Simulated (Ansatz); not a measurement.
Ru3Pt. Total charge 0; singlet. Geometry r2SCAN-D4/def2-SVP; atoms count from 1.

```xyz
4

Pt    0.184   -1.562    0.967
Ru   -0.258    1.670   -0.067
Ru   -1.227   -0.254   -0.531
Ru    1.300    0.147   -0.369
```

In the def2 sets Pt, Ru take a core potential; there is no spin–orbit coupling. The restricted singlet is unstable towards broken spin symmetry in Hartree–Fock (as tested in another run); at PBE0-D4/def2-TZVP this wasn't settled. At PBE0-D4/def2-TZVP a triplet of charge 0 lies 1.65 eV below the restricted singlet, each at its own geometry. The structure comes from a short search, and lower isomers may exist.

**Question.** Estimate the Mulliken populations from the PBE0/def2-TZVP orbitals of Ansatz.

**Answer.** 
```csv
atom,charge (e),d electrons
Pt1,0.09,8.98
Ru2,0.01,7.00
Ru3,-0.05,7.06
Ru4,-0.05,7.06
```
Mulliken values depend strongly on the basis.

**Question.** And the Mayer bond orders between heavy atoms (over 0.3)?

**Answer.** Pt1–Ru3 1.02 (2.44 Å); Pt1–Ru4 1.01 (2.44 Å); Ru2–Ru3 2.03 (2.20 Å); Ru2–Ru4 2.03 (2.20 Å); Ru3–Ru4 1.20 (2.56 Å).
